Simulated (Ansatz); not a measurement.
`[GeH3][SiH2][SiH2][SiH2][GeH3]`. Total charge 0; spin multiplicity 1. The structure was optimised at the PBE0-D4/def2-TZVP level. It is one conformer, not always the lowest.

```xyz
17

Ge   -1.584    0.834    1.962
Si    0.772    0.810    1.623
Si    1.252    1.310   -0.609
Si   -0.065   -0.065   -1.965
Ge    0.159   -2.330   -1.269
H    -1.940    0.560    3.433
H    -2.167    2.201    1.565
H    -2.253   -0.243    1.091
H     1.289   -0.551    1.938
H     1.423    1.782    2.545
H     0.952    2.745   -0.876
H     2.693    1.068   -0.899
H     0.320    0.061   -3.398
H    -1.492    0.341   -1.827
H     1.633   -2.764   -1.330
H    -0.665   -3.273   -2.162
H    -0.328   -2.486    0.182
```

(1) What is the dipole moment at PBE/def2-TZVPP? (Estimate.)

(2) And with r2SCAN, B3LYP, ωB97M-V? (An estimate is asked.)

(3) Give the Mulliken charges with PBE, B3LYP, r2SCAN in def2-TZVPP. (Best estimate.)

Answers

(1) Ansatz gave: 0.17 D, with components (0.11, 0.12, -0.05) D in this frame, pointing from negative to positive charge.

(2) The calculation gave: r2SCAN 0.21 D, B3LYP 0.27 D, ωB97M-V 0.26 D.

(3) Computed: 
```
atom    PBE  B3LYP  r2SCAN
 Ge1   0.03   0.01    0.03
 Si2   0.04   0.09    0.09
 Si3   0.10   0.13    0.14
 Si4   0.04   0.09    0.09
 Ge5   0.03   0.01    0.03
  H6   0.00   0.00   -0.01
  H7   0.00   0.00   -0.01
  H8   0.00   0.00    0.00
  H9  -0.03  -0.05   -0.05
 H10  -0.05  -0.06   -0.07
 H11  -0.04  -0.05   -0.06
 H12  -0.04  -0.05   -0.06
 H13  -0.05  -0.06   -0.07
 H14  -0.03  -0.05   -0.05
 H15   0.00   0.00   -0.01
 H16   0.00   0.00   -0.01
 H17   0.00   0.00    0.00
```

B3LYP here is the variant with VWN-RPA as its local correlation; programs differ in this.
